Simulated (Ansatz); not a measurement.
Ansatz (a quantum-chemistry and plane-wave program) input:

Ansatz 0.2 input:
```yaml
crystal:
  periodic: [false, false, false]
  atoms:
    - {symbol: Se, position_ang: [0.02331047, -0.00672351, 0.91429242]}
    - {symbol: Br, position_ang: [0.82293192, -1.59704815, -0.47712310]}
    - {symbol: Br, position_ang: [-0.84557638, 1.60357956, -0.41104668]}
basis:
  gaussian:
    orbitals: cc-pVQZ
hamiltonian:
  xc: pbe
total_charge: 1
magnetization: {spin_polarized: true, initial_magnetization: 1}
correlation: {method: rpa, electrons: outside_noble_gas}
```

Task: What final total energy does it print?

Result: -7545.33002 Eh (RPA@PBE/cc-pVQZ). The basis has 204 functions.
